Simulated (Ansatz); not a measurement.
A structure relaxed at PBE-D4/def2-SVP in Ansatz, charge 0, singlet:

```xyz
6

Ge   -0.882    0.307    0.517
O    -1.953    0.016    1.735
O     1.093   -0.440   -1.092
O     0.426   -0.904    0.120
H     2.021   -0.438   -0.772
H    -0.706    1.459   -0.507
```

Give its formula.

the cluster GeO₃H₂.

Summarise the bond lengths by kind (pairs closer than 1.2 times the sum of covalent radii, bridged metal pairs left out).

2 × Ge–O 1.65 to 1.83 Å; 1 × O–O 1.46 Å; 1 × H–O 0.98 Å; 1 × Ge–H 1.55 Å.

The structure holds 1 bond(s) between oxygen atoms. Another isomer (singlet) lies 0.93 eV lower at PBE0-D4/def2-TZVP; other spin states weren't run for this one.
